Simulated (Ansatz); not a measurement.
Isomers of ClFH₄OSi₂, relaxed with PBE0-D4/def2-TZVP in Ansatz; electronic energies, one conformer each and not always the lowest. Functionals use def2-TZVPP; CBS adds triple-zeta CCSD(T) − MP2 to the MP2 limit of def2-TZVPP and def2-QZVPP.

(1) Order them by energy at frozen-core CCSD(T)/CBS, lowest first. (Best estimate.)
A. `O[SiH](F)[SiH2]Cl`
B. `F[SiH](Cl)O[SiH3]`
C. `O[Si](F)([SiH3])Cl`

(2) How do MP2/CBS(def2), B2PLYP, HF/CBS(def2), PBE-D4 place them (kcal/mol, against `F[SiH](Cl)O[SiH3]`)? (Estimate.)

Results:

(1) B (0.0 kcal/mol), C (26.4 kcal/mol), A (32.2 kcal/mol).

(2) Computed: 
```
              isomer  MP2/CBS(def2)  B2PLYP  HF/CBS(def2)  PBE-D4
 `O[SiH](F)[SiH2]Cl`           33.8    33.0          39.4    25.0
`O[Si](F)([SiH3])Cl`           28.1    27.1          33.9    19.1
```
